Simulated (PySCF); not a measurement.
Excitations are Tamm–Dancoff values on a coarser integration grid. The basis has no diffuse functions, so Rydberg states are missing or too high.

Cartesian coordinates (Å):
```xyz
13

C      1.7043    -0.9351    -0.2638
Al     0.0031     0.0024    -0.0148
C     -1.6733    -1.0084     0.0406
C     -0.0278     1.9476     0.2087
H      1.6173    -1.7830    -0.9496
H      2.0488    -1.3467     0.6932
H      2.4999    -0.2802    -0.6295
H     -1.6234    -1.9468    -0.5183
H     -2.5210    -0.4296    -0.3377
H     -1.9169    -1.2723     1.0774
H     -0.8654     2.2875     0.8245
H      0.8971     2.3374     0.6429
H     -0.1429     2.4332    -0.7687
```
Charge 0, multiplicity 1.

### Question
Estimate the total energy, S1–T1 gap (TDA) and brightest of the four lowest singlets (TDA) that PBE-D3(BJ)/def2-TZVP // PBE0-D3(BJ)/def2-TZVP in PySCF returns for this input.

### Answer

```yaml
total_energy: -361.9219 Ha
S1–T1 gap (TDA): 0.28 eV
brightest of the four lowest singlets (TDA): 6.09 eV
```
